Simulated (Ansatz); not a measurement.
Two members of one family ((SiO2)n), computed with Ansatz in the gas phase. Binding counts from free atoms in the multiplicity of their measured ground term, without zero-point energy. The structures are stationary points that may keep the symmetry of their start.

First: Si2O4 (singlet, charge 0, PBE0-D4/def2-SVP geometry).

```csv
atom,x (Å),y (Å),z (Å)
Si1,-0.466,0.684,0.867
Si2,0.466,-0.683,-0.867
O3,-0.006,-0.927,0.728
O4,0.006,0.927,-0.728
O5,1.054,-1.547,-1.962
O6,-1.053,1.546,1.962
```

```tsv
level	HOMO (eV)	LUMO (eV)	gap (eV)	binding per atom (eV)
PBE-D4/def2-SVP	-7.78	-3.82	3.96	5.02
PBE-D4/def2-TZVP	-8.06	-4.16	3.89	5.17
B3LYP-D4/6-31G	-9.53	-3.76	5.76	3.53
PBE0-D4/def2-SVP	-9.46	-3.02	6.45	4.70
PBE0-D4/def2-TZVPD	-9.70	-3.43	6.27	4.89
```

Second: Si3O6 (singlet, charge 0, PBE0-D4/def2-SVP geometry).

```xyz
9

Si    0.000    0.000    0.000
Si    0.165   -1.413   -1.909
Si   -0.165    1.413    1.909
O    -0.697   -0.021   -1.521
O    -0.969    0.039    1.364
O     0.860   -1.384   -0.377
O     0.804    1.366    0.534
O    -0.269    2.310    3.122
O     0.270   -2.310   -3.122
```

Task: Estimate the same table for the second.

Result: 
| level | HOMO (eV) | LUMO (eV) | gap (eV) | binding per atom (eV) |
| --- | --- | --- | --- | --- |
| PBE-D4/def2-SVP | -7.86 | -3.54 | 4.32 | 5.30 |
| PBE-D4/def2-TZVP | -8.08 | -3.85 | 4.24 | 5.45 |
| B3LYP-D4/6-31G | -9.75 | -3.64 | 6.11 | 3.77 |
| PBE0-D4/def2-SVP | -9.53 | -2.71 | 6.83 | 5.01 |
| PBE0-D4/def2-TZVPD | -9.72 | -3.11 | 6.62 | 5.19 |
